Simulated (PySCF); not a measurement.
**Sb: excitation energy**

Sb [Kr] 4d10 5s2 5p3 (4S) → Sb [Kr] 4d10 5s2 5p2 6s1 (4P), as a difference of total energies. All numbers are calculated (PySCF 2.14, a scalar-relativistic core potential, in aug-cc-pwCVTZ-PP with ECP28MDF (8s7p6d4f1g, 96 functions)). Correlated levels: valence: 4s2 4p6 4d10 frozen; valence and next inner shell: nothing frozen outside the core potential. The calculations carry no spin-orbit coupling.

```csv
method,excitation energy (eV)
UHF,5.700
LDA,5.655
PBE,5.591
PBE0,5.748
r2SCAN,5.984
TPSS,5.765
PW91,5.630
M06-L,5.802
HSE06,5.709
MP2 (valence),5.864
SCS-MP2 (valence),5.824
MP2 (valence and next inner shell),5.910
SCS-MP2 (valence and next inner shell),5.840
```

How much does correlation contribute at MP2 (valence and next inner shell)?

5.910 − (5.700) = 0.210 eV, measured against UHF.

Errors of the correlated levels include the incompleteness of this basis and the frozen core.

The promoted electron is Rydberg-like, and one or two diffuse shells describe it only roughly, which tends to raise the upper state.

For comparison: 5.789 eV (measured; NIST levels, between the centres of gravity of the two terms).
